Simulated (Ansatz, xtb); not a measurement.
## C5H8O3: 7 structures ranked

7 gas-phase structures of C5H8O3, from a drawn sample of its isomers (lower ones may exist). Each was relaxed with GFN2-xTB; where two conformers were screened, the lower at r2SCAN-D4/def2-SVP is listed:

A. `C/C=C(/O)O/C=C/O`, a singlet
B. `C/C=C(/O)OCC=O`, a singlet
C. `CCC(=O)O/C=C\O`, a singlet
D. `CCC(=O)O/C=C/O`, a singlet
E. `C/C=C(\O)OCC=O`, a singlet
F. `C/C=C(\O)O/C=C\O`, a singlet
G. `CCC(=O)OCC=O`, a singlet

Task: Estimate their order in r2SCAN-D4/def2-SVP energy at these geometries, lowest first.

Result: Calculated order at r2SCAN-D4/def2-SVP: G (0.000), C (0.219), D (0.396), E (1.259), B (1.371), F (1.596), A (1.782) eV.

Energies above the lowest of each column, in eV; the last columns are at B3LYP/def2-SVP geometries and were run for some of them only (a dash: not run or not comparable):

```tsv
structure	GFN2-xTB	HF/STO-3G	r2SCAN-D4/def2-SVP	B3LYP/def2-SVP	CCSD(T)/def2-SVP + ΔMP2/def2-TZVPP
G	0.177	0.000	0.000	0.000	0.000
C	0.000	0.560	0.219	0.198	0.371
D	0.086	0.581	0.396	0.382	0.452
E	1.022	1.138	1.259	–	–
B	1.066	1.189	1.371	–	–
F	0.984	1.746	1.596	–	–
A	1.063	1.862	1.782	–	–
```

CCSD(T)/def2-SVP + ΔMP2/def2-TZVPP puts G lowest of those it was run on; GFN2-xTB picks C. Some further structures that were screened fall inside this span and aren't listed. Flexible structures stand in one conformer each, not always the lowest. Frequencies (GFN2-xTB) were run for C, D, G alone. ΔMP2 is the change of the MP2 energy from the smaller to the larger basis.

Over these structures GFN2-xTB departs from r2SCAN-D4/def2-SVP by 0.198 eV on average once a common shift is removed. A GFN2-xTB relaxation took about 0.13 s and the r2SCAN-D4/def2-SVP energy about 3.3 s on a shared host (Ansatz 0.2.0, xtb 6.7.1).
